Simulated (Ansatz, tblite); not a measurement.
Spin states of Hg₂O⁺ (the lowest doublet isomer of a short search), each relaxed with PBE0-D4/def2-TZVP in Ansatz. Electronic energies in the gas phase.

In the def2 sets Hg takes a core potential; there is no spin–orbit coupling. The xTB rows come from tblite. LC-ωPBE has ω = 0.4 bohr⁻¹. Correlated methods freeze 1 core orbital; core or outer-core shells of Hg are correlated, in sets that lack core-valence functions. The structure comes from a short search, and lower isomers may exist.

Doublet geometry (C2v within 0.1 Å):

| atom | x (Å) | y (Å) | z (Å) |
| --- | --- | --- | --- |
| Hg1 | -0.944 | 1.612 | -0.136 |
| Hg2 | 1.289 | -1.338 | -0.236 |
| O3 | -0.345 | -0.274 | 0.372 |

Quartet geometry (C2v within 0.1 Å):

```
atom   x (Å)   y (Å)   z (Å)
 Hg1   1.782  -0.788  -0.523
 Hg2  -1.847   0.772  -0.249
  O3   0.065   0.016   0.772
```

⟨S²⟩: doublet 0.76 at PBE0-D4/def2-TZVP (pure 0.75), quartet 3.77 at PBE0-D4/def2-TZVP (pure 3.75).

Run but left out: HF/def2-TZVP, MP2/def2-TZVP, CCSD/def2-TZVP, CCSD(T)/def2-TZVP (flagged by the program: other amplitudes).

Only these spin states were relaxed.

| level | quartet − doublet (kcal/mol) | lowest of these | remarks |
| --- | --- | --- | --- |
| GFN1-xTB | 71.0 | doublet | – |
| GFN2-xTB | 56.9 | doublet | – |
| PBE-D4/def2-TZVP | 23.2 | doublet | – |
| BLYP-D4/def2-TZVP | 21.1 | doublet | – |
| r2SCAN-D4/def2-TZVP | 15.7 | doublet | – |
| r2SCANh-D4/def2-TZVP | 12.3 | doublet | – |
| PBE0-D4/def2-TZVP | 13.7 | doublet | – |
| r2SCAN0-D4/def2-TZVP | 7.1 | doublet | – |
| CAM-B3LYP-D4/def2-TZVP | 10.7 | doublet | – |
| LC-ωPBE/def2-TZVP | 7.9 | doublet | spin-contaminated (⟨S²⟩ 0.83) (doublet) |
| RPA@PBE/def2-TZVP | 18.1 | doublet | – |

Change of the quartet − doublet gap on mixing in exact exchange, in kcal/mol: PBE to PBE0 (25 % exact exchange) -9.5; r2SCAN to r2SCANh (10 % exact exchange) -3.5; r2SCAN to r2SCAN0 (25 % exact exchange) -8.7.

The xTB methods have no term that favours high spin, so they put low spin too low.
